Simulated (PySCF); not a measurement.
Rb (rubidium, neutral) across methods

[Kr] 4d1, 2D determinant (an excited configuration). Computed with PySCF 2.14 in x2c-TZVPPall, with the spin-free X2C one-electron Hamiltonian (Gaussian nucleus). The B2PLYP total includes its PT2 part (frozen core); its orbital energies are those of the SCF part.

```
method  E (hartree)  mean ε 4p α (eV)  mean ε 4p β (eV)  mean ε 4d α (eV)  Σ⟨r²⟩ (bohr²)   ⟨S²⟩
   M06     -2980.91           -19.026           -18.971            -1.116          102.8  0.750
   LDA     -2976.89           -17.075           -17.003            -0.879          95.78  0.750
  PBE0     -2980.61           -18.925           -18.846            -1.194          100.2  0.750
  TPSS     -2980.80           -17.303           -17.227            -0.877          98.94  0.750
r2SCAN     -2980.89           -17.725           -17.655            -0.870          100.6  0.750
 M06-L     -2980.80           -17.955           -17.914            -0.964          113.5  0.750
   UHF  -2979.03682           -23.785           -23.744            -1.617          122.4  0.750
   PBE     -2980.53           -17.016           -16.937            -0.949          96.68  0.750
B2PLYP     -2980.42           -20.655           -20.592            -1.331          106.6  0.750
```
